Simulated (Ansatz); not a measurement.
A nudged elastic band was laid between two geometries of a periodic cell of 19 atoms, NaCa18 (surface Ca(111), adsorbate Na).

These are results of DFT PBE-D3(BJ), scalar-relativistic, plane waves, PAW in Ansatz 0.2.0, not measurements. Settings: cutoff 420 eV, k mesh 3x2x1, gaussian smearing 0.15 eV, no spin polarisation.

```yaml
movable_images: 5
climbing_image: yes
spring: 5.0 eV/Å²
optimiser: quadratic models (default)
start_path: straight line
force_threshold: 0.05 eV/Å
iteration_limit: 34
end_points: relaxed
atoms_held: 1 to 6
```

First end point:

```xyz
19
Lattice="7.8913 0.0000 0.0000 5.9185 10.2511 0.0000 0.0000 0.0000 18.4432" Properties=species:S:1:pos:R:3
Ca 1.973 1.139 1.000
Ca 5.918 1.139 1.000
Ca 3.946 4.556 1.000
Ca 7.891 4.556 1.000
Ca 5.918 7.973 1.000
Ca 9.864 7.973 1.000
Ca -0.003 2.286 4.026
Ca 3.943 2.291 4.028
Ca 1.965 5.712 4.048
Ca 5.925 5.702 4.062
Ca 3.943 9.116 4.021
Ca 7.890 9.120 4.011
Ca 0.022 0.018 7.033
Ca 3.923 0.019 7.033
Ca 1.969 3.383 7.078
Ca 5.924 3.389 7.137
Ca 3.939 6.845 7.084
Ca 7.888 6.879 7.117
Na 1.975 1.020 10.031
```

Last end point:

Only the atoms that move by more than 0.05 Å are listed.
```
Ca15 1.979 3.389 7.137
Ca16 5.914 3.383 7.078
Na19 5.920 1.020 10.031
```

(1) What changes between the two ends?

(2) What energy profile does the band end with?

(3) What is the geometry of the highest image?

The band took 6 iterations and roughly 50 core-minutes.

Answers

(1) The atom that moves furthest is Na19, by 3.95 Å; four of its nearest neighbours are Ca14 3.71, Ca13 3.71, Ca15 3.78, Ca18 5.27 Å at the first end and Ca13 3.71, Ca14 3.71, Ca16 3.78, Ca17 5.27 Å at the last.

(2) The run converged. The highest image is number 2 of 0 to 6, 0.007 eV above the ends, which have the same energy within 2 meV. Beside the main top the profile has a ripple of under 15 meV (maxima at images 2, 5), which may be a very shallow well or noise. The top lies less than 8 meV above the higher end, about what the thresholds resolve: the motion is nearly free. By the program's own check the climbing image is of a kind that is not told: the force calls were inconclusive, a negative curvature could not be distinguished from the path's own, the only one lies far off the path, or fixed occupations may fill a level only in part (lowest curvatures found: -0.04 and 0.08 eV/Å²). Limits of this set-up: coarse k mesh, thin slab, slab without dipole correction, a typed lattice constant that wasn't relaxed here.

| image | path coordinate (Å) | energy (eV) | Ca15–Na19 (Å) | Ca16–Na19 (Å) |
| --- | --- | --- | --- | --- |
| 0 | 0.00 | 0.000 | 3.78 | 5.43 |
| 1 | 0.64 | 0.004 | 3.67 | 4.89 |
| 2 | 1.28 | 0.007 | 3.64 | 4.35 |
| 3 | 2.09 | -0.001 | 3.82 | 3.91 |
| 4 | 2.89 | 0.003 | 4.13 | 3.64 |
| 5 | 3.68 | 0.005 | 4.77 | 3.62 |
| 6 | 4.48 | 0.000 | 5.43 | 3.78 |

(3) 
```xyz
19
Lattice="7.8913 0.0000 0.0000 5.9185 10.2511 0.0000 0.0000 0.0000 18.4432" Properties=species:S:1:pos:R:3
Ca 1.973 1.139 1.000
Ca 5.918 1.139 1.000
Ca 3.946 4.556 1.000
Ca 7.891 4.556 1.000
Ca 5.918 7.973 1.000
Ca 9.864 7.973 1.000
Ca -0.016 2.252 4.057
Ca 3.943 2.276 3.986
Ca 1.985 5.704 4.021
Ca 5.927 5.649 4.057
Ca 3.986 9.102 4.033
Ca 7.890 9.113 4.024
Ca 0.093 0.028 7.186
Ca 3.976 -0.006 6.974
Ca 1.984 3.395 7.010
Ca 5.867 3.352 7.183
Ca 3.966 6.817 7.073
Ca 7.906 6.827 7.064
Na 3.048 1.651 10.026
```

The run took 18 min on 4 threads of AMD EPYC 7B13 (Zen 3) (shared host), peak memory 6.8 GiB.
